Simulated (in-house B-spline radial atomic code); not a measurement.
Results of a calculation; reference values are marked as such.
Building a PAW s channel for Ru, r_c = 2.91 bohr

Ru, [Kr] 4d7 5s1, non-relativistic LDA (VWN5), spherical and spin-unpolarised, from a B-spline radial code for spherical atoms (atomic units; all potentials screened as in the neutral atom).

Two all-electron partial waves φ1, φ2 are integrated outwards at E1 = ε(5s) = -0.152834 and E2 = E1 + 1.5 hartree; φ1 is the bound orbital and φ2 has unit norm inside r_c = 2.9062 bohr. Smooth partners are polynomials, r^1(a0 + a1 r² + a2 r⁴ + a3 r⁶), matched to φ and three derivatives at r_c, with no condition on the norm. The local potential is -2.76593 + (0.773251) r² + (-0.0896982) r⁴ + (0.00380256) r⁶ inside 2.4662 bohr and the all-electron one outside.

```json
{"wave": "1", "φ(r_c)": "0.5914731", "φ'(r_c)": "-0.02062722", "a0": "0.2338059", "a1": "0.01530819", "a2": "-0.003327528", "a3": "0.0001291154"}
{"wave": "2", "φ(r_c)": "0.684062", "φ'(r_c)": "1.652449", "a0": "-2.218068", "a1": "0.5404254", "a2": "-0.03472557", "a3": "0.0006077135"}
```

Inside r_c the overlaps are <φi φj> = [[0.37477, -0.33050], [-0.33050, 1.00000]] and, for the smooth waves, [[0.45608, -0.86409], [-0.86409, 4.28106]]. With χj = (Ej − T − V_local) applied to smooth wave j, the program's quadrature gives the matrix B_ij = <smooth i, χj> as [[0.25178, -1.94474], [-1.14436, 9.73045]].

Question: Check the match of the first wave, and find the augmentation charges q_ij.

Answer: At r_c the four terms are 0.67949, 0.37575, -0.68984, 0.22608, which sum to 0.5915, φ1(r_c) to rounding. q_ij is the all-electron overlap less the smooth one: [[-0.08131, 0.53359], [0.53359, -3.28106]]. The smooth first wave has a norm of 0.4561 inside r_c against 0.3748, so q11 is negative and must stay small enough for the overlap operator to be positive.

Question: B isn't symmetric. Show that D_ij = B_ij + Ej q_ij is.

Answer: Integrating by parts gives B12 − B21 = (E1 − E2) q12: -1.94474 − (-1.14436) = -0.80038, and −1.5 × (0.53359) = -0.80039. So D12 = -1.94474 + (1.347166)(0.53359) = -1.22590 and D21 = -1.14436 + (-0.152834)(0.53359) = -1.22591; D11 = 0.26420, D22 = 5.31032. The projectors, p = (B⁻¹)ᵀ χ, are dual to the smooth waves; det B = 0.22.

Solving (T + V_local + Σ p D p) ψ = E (1 + Σ p q p) ψ in a sphere of 9 bohr, whose wall lifts the free-atom level a little, gives these levels:

```tsv
all-electron	one projector	two projectors
-0.151543	-0.151543	-2.481970
0.117906	0.109773	-0.151543
0.487960	0.253794	0.117878
1.018900	0.523826	0.487844
1.700310	1.057610	1.018830
```

Question: What does the second projector gain?

Answer: With one projector the errors are 0.00, -8.13 millihartree, and the level at 0.2538 is out of step with the all-electron series: an extra state, or one far too low, so the pairing ends there; skipping it, the next levels are off by +35.9, +38.7 millihartree. With two a ghost lies below the reference level, so the set fails. The lowest eigenvalue of the overlap operator is 0.5991 with one and 0.01113 with two projectors. The smooth orbital alone needs a cutoff of 1.84 hartree for 1 millihartree of kinetic energy, against 4.87 for a norm-conserving Troullier-Martins orbital of the same radius, which is no gain while the set fails.
